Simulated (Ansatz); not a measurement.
Geometry optimisation, RKS BLYP-D4/STO-3G in Ansatz 0.2.0.

Input:

```yaml
crystal:
  periodic: [false, false, false]
  atoms:
    - { symbol: "N", position_ang: [-1.1887, 2.2899, -0.7178] }
    - { symbol: Si, position_ang: [-0.7747, 0.6949, -0.7658] }
    - { symbol: Si, position_ang: [0.7323, 0.1299, 0.8367] }
    - { symbol: Si, position_ang: [1.219, -2.0986, 0.5007] }
    - { symbol: H, position_ang: [-1.7769, 2.5202, 0.0925] }
    - { symbol: H, position_ang: [-1.8612, 2.5403, -1.5124] }
    - { symbol: H, position_ang: [-0.2264, 0.4491, -2.1235] }
    - { symbol: H, position_ang: [-1.9925, -0.0391, -0.595] }
    - { symbol: H, position_ang: [0.2111, 0.3897, 2.2566] }
    - { symbol: H, position_ang: [2.0305, 0.9139, 0.7405] }
    - { symbol: H, position_ang: [1.6807, -2.3453, -0.8373] }
    - { symbol: H, position_ang: [-0.1022, -2.8691, 0.6577] }
    - { symbol: H, position_ang: [2.0694, -2.6106, 1.4818] }
basis:
  gaussian: { orbitals: STO-3G }
hamiltonian:
  xc: blyp
  dispersion: d4
relax:
  f_tol: 0.015
  max_steps: 40
```

Run as:

```bash
$ ansatz run input.yaml --threads 1 --pin off --max-ram 2048MiB --backend cpu --events-out ev --progress --plain --runs-dir out
```

Task: Where does it end, and by what steps?

Result: The run converged. Limits of this set-up: minimal basis. After 8 steps the energy has fallen by 0.796 eV; H9 moved furthest, 0.23 Å.

```csv
step,energy less start (eV),largest force component (eV/Å),accepted
0,0.0000,4.791,yes
1,-0.6316,2.513,yes
2,-0.6866,0.965,yes
3,-0.7695,0.517,yes
4,-0.7768,0.465,yes
5,-0.6509,0.939,no
6,-0.7939,0.118,yes
7,-0.7956,0.043,yes
8,-0.7958,0.014,yes
```

```xyz
13
Properties=species:S:1:pos:R:3
N -1.143 2.479 -0.689
Si -0.819 0.695 -0.845
Si 0.680 0.051 0.732
Si 1.209 -2.147 0.589
H -1.661 2.618 0.239
H -1.919 2.707 -1.392
H -0.302 0.498 -2.193
H -2.029 -0.133 -0.750
H 0.130 0.326 2.053
H 1.891 0.851 0.617
H 1.789 -2.462 -0.708
H 0.026 -2.979 0.750
H 2.168 -2.541 1.610
```

Whether the end is a true minimum wasn't checked by a vibrational analysis.

Run time: 40 s on 1 thread of Intel(R) Xeon(R) Processor @ 2.50GHz (Skylake/Cascade Lake), on a shared host, peak memory 0.12 GiB.
